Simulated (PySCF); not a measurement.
C2H10OSi2.
Atom-mapped SMILES: `[CH3:1][SiH:2]([CH3:3])[SiH2:4][OH:5]` (hydrogens: H6, H7, H8 on C1; H9 on Si2; H10, H11, H12 on C3; H13, H14 on Si4; H15 on O5)

Theory: PySCF 2.14.0, PBE0-D3(BJ)/def2-SVP geometry optimisation, gas phase.

What internal coordinates does the optimisation give?

```csv
bond,length (Å),order
"C1–Si2, Si2–C3",1.885,single
Si2–Si4,2.339,single
Si4–O5,1.681,single
C1–H6 and 5 like bonds,1.101,single
Si2–H9,1.501,single
"Si4–H13, Si4–H14",1.503,single
O5–H15,0.962,single
```

Bonds in one row agree within 0.01 Å and their mean is given. Orders are formal, as drawn. A selection of angles:
```csv
angle,degrees
Si2–C1–H6,111.1
Si2–C1–H8,109.8
H6–C1–H7,108.2
C1–Si2–C3,111.0
C1–Si2–Si4,108.8
C1–Si2–H9,109.8
Si4–Si2–H9,108.7
Si2–Si4–O5,103.9
Si2–Si4–H13,112.6
O5–Si4–H13,110.9
H13–Si4–H14,106.2
Si4–O5–H15,116.6
```

Dihedral angles: C1–Si2–Si4–O5 60° (synclinal); H15–O5–Si4–Si2 180° (antiperiplanar).

Si2 (SiH silicon) is tetrahedral (angles from 108.7° to 111.0°). Si4 (oxygen-bound silicon) is distorted tetrahedral (angles from 103.9° to 112.6°).

Point group: Cs (tolerance 0.08 Å). Whether it is a minimum is left open (no frequencies). The numbers are those of one conformer (C1–Si2–Si4–O5 60°, Si2–Si4–O5–H 180°).
